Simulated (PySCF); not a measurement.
C₆H₁₁O₂, SMILES C(CCC)OC(=O)[CH2], doublet at its GFN2-xTB optimised geometry (Å):

```
19

C      1.6443    -2.1892     0.0095
C      1.1177    -0.8653     0.0000
O      1.7819     0.1571    -0.0147
O     -0.2385    -0.8653     0.0000
C     -0.8723     0.4054     0.0000
C     -0.9181     1.0184     1.3996
C     -1.6867     2.3362     1.4066
C     -1.7188     2.9533     2.7994
H      0.9811    -3.0325     0.0401
H      2.7082    -2.3312    -0.0079
H     -0.3320     1.0757    -0.6785
H     -1.8807     0.2248    -0.3795
H     -1.3911     0.3065     2.0800
H      0.1052     1.1877     1.7399
H     -1.2132     3.0325     0.7115
H     -2.7082     2.1625     1.0603
H     -0.7090     3.1516     3.1506
H     -2.2009     2.2801     3.5048
H     -2.2693     3.8909     2.7884
```

Level of theory: unrestricted B3LYP/def2-SVP in PySCF. Cells within 0.4 Å of a nucleus heavier than hydrogen are left out (blank, or x).

Map of the electrostatic potential (hartree/e), clipped to [-0.08, 0.12] on the plane z = 1.5 Å:

```
|222222222222222222222222222|
|222222222222222222222222222|
|222222222222222222222222222|
|222222233332222222222222222|
|222222233443322222211111222|
|222222347985322221111111122|
|222233499999432221111111112|
|222235999x99532211111111111|
|222336999x99743211111111111|
|222335899999999411000111111|
|22233345899x999610000011111|
|22223333699x999410000011111|
|222223335999995310000011111|
|222222334899743321000011112|
|222222233444333432111111122|
|222222222222223443211111222|
|222222222211123443322222222|
|222222222211123344332222222|
|222222222211123344333322222|
|222222222222223333333332222|
|222222222222223333333332222|
|222222222222233333333332222|
|222222222222233333333332222|
|222222222222233333333322222|
|222222222222223333332222222|
|222222222222222333222222222|
|222222222222222222222222222|
```
Scale: ten equal steps from -0.040 (start of '0') to 0.120 (end of '9'), in the order '0123456789'; x runs from -5.50 to 5.50, y from -5.50 (bottom) to 5.50 (top).
